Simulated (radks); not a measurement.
Question: Ionisation ladder of cadmium, from Cd22+ to Cd43+. Each ion is in the ground configuration listed by NIST, and IE = E(next ion) - E(this ion). Method: Dirac Kohn-Sham, PBE, spin-unpolarised, spherical densities, finite nucleus; open shells fill j = l - 1/2 first; Fermi nuclear charge, rms radius 4.6087 fm; computed with a radial shooting solver on a logarithmic mesh with Libxc functionals.

species  configuration  IE, Delta-SCF (eV)  -e(HOMO) (eV)   HOMO
Cd22+         [Ar] 3d8              1099.6         1064.8  3d5/2
Cd23+         [Ar] 3d7                   ?         1134.5  3d5/2
Cd24+         [Ar] 3d6              1242.1         1205.8  3d5/2
Cd25+         [Ar] 3d5              1315.6         1278.6  3d5/2
Cd26+         [Ar] 3d4              1400.0         1361.9  3d3/2
Cd27+         [Ar] 3d3              1477.1         1438.3  3d3/2
Cd28+         [Ar] 3d2              1555.6         1516.1  3d3/2
Cd29+         [Ar] 3d1              1635.5         1595.3  3d3/2
Cd30+             [Ar]              1857.1         1821.3  3p3/2
Cd31+     [Ne] 3s2 3p5              1929.2         1893.0  3p3/2
Cd32+     [Ne] 3s2 3p4                   ?         1965.4  3p3/2
Cd33+     [Ne] 3s2 3p3                   ?         2038.3  3p3/2
Cd34+     [Ne] 3s2 3p2                   ?         2160.3  3p1/2
Cd35+     [Ne] 3s2 3p1              2273.7         2235.9  3p1/2
Cd36+         [Ne] 3s2              2431.1         2395.5  3s1/2
Cd37+         [Ne] 3s1              2502.3         2466.5  3s1/2
Cd38+             [Ne]              5841.2         5739.3  2p3/2
Cd39+     [He] 2s2 2p5              6046.5         5943.5  2p3/2
Cd40+     [He] 2s2 2p4              6253.8         6149.8  2p3/2
Cd41+     [He] 2s2 2p3              6462.8         6358.0  2p3/2
Cd42+     [He] 2s2 2p2              6896.3         6786.3  2p1/2
Cd43+     [He] 2s2 2p1              7116.9         7006.5  2p1/2

Estimate the withheld Delta-SCF values.

Answer: Cd23+: 1170.1 eV (NIST 1167); Cd32+: 2001.8 eV (NIST 1998); Cd33+: 2075.0 eV (NIST 2091); Cd34+: 2198.1 eV (NIST 2195).

Beside tabulated values, note that spin-unpolarised runs miss the spin-polarisation part of the exchange energy of open shells.
